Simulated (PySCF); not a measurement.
PySCF 2.14 output of a UHF calculation on a single atom or ion in aug-cc-pVDZ, with the non-relativistic Hamiltonian (point nucleus):

```
SCF conv_tol = 1e-09
number electrons alpha = 5  beta = 3
cycle= 1 E= -98.8015141223934  delta_E= -0.00331  |g|= 0.0231  |ddm|= 0.0329
cycle= 2 E= -98.8016577756132  delta_E= -0.000144  |g|= 0.00484  |ddm|= 0.00719
cycle= 3 E= -98.8016650231513  delta_E= -7.25e-06  |g|= 0.000197  |ddm|= 0.0023
cycle= 4 E= -98.8016650516219  delta_E= -2.85e-08  |g|= 5.85e-05  |ddm|= 0.00039
cycle= 5 E= -98.8016650542049  delta_E= -2.58e-09  |g|= 8.27e-06  |ddm|= 0.000162
cycle= 6 E= -98.8016650542431  delta_E= -3.82e-11  |g|= 1.73e-06  |ddm|= 2.05e-05
converged SCF energy = -98.8016650542431  <S^2> = 2.0048256  2S+1 = 3.0032153
```

The run itself started from symmetry-adapted Hartree-Fock orbitals and held the occupation by maximum overlap, so the iterations belong to that start.

Q: Which element, charge and spin multiplicity is this?

A: F⁺ (fluorine, charge +1), multiplicity 3; the state was [He] 2s2 2p4, high-spin 3P determinant.
